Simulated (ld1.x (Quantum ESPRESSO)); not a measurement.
Cd: excitation energies, all-electron against RRKJ

ld1.x (Quantum ESPRESSO) 7.5 input, shortened:

```
&input
   title='Cd', zed=48., rel=2, dft='REVPBE', iswitch=3,
   config='[Kr] 4d10 5s1.5 5p0.5', rel_dist='average'
 /
 &inputp
   pseudotype=2, tm=.false., rho0=0.01, lloc=1,
   nlcc=.true., new_core_ps=.true.
 /
3
5S  1  0   1.50   0.00  2.25  2.25  0.0
4D  3  2  10.00   0.00  1.42  1.42  0.0
5P  2  1   0.50   0.00  2.80  2.80  0.0
 &test
   configts(1)='4d10 5s1.5 5p0.5'
 /
```

Open shells are filled in proportion to 2j + 1 (rel_dist='average').

Energies are relative to the spin-unpolarised reference configuration 4d10 5s1.5 5p0.5; without spin polarisation the order of configurations can differ from experiment. The p channel is local and has no spin–orbit splitting in the pseudo-atom.

```
valence configuration  charge  ΔE all-electron (eV)  error AE − PS (meV)
         4d10 5s2 5p0       0                -2.264                 +1.7
         4d10 5s1 5p0      +1                 6.885                 +0.1
         4d10 5s0 5p2       0                 7.333                  -12
          4d9 5s0 5p0      +3                61.767                 -309
         4d10 5s1 5p1       0                 2.368                 -2.7
          4d9 5s2 5p0      +1                15.667                 -179
```

(1) What are ΔE and the potential's error for 4d10 5s0 5p0?

## Answers

(1) ΔE = 23.843 eV all-electron; the error (AE − PS) is -30 meV.
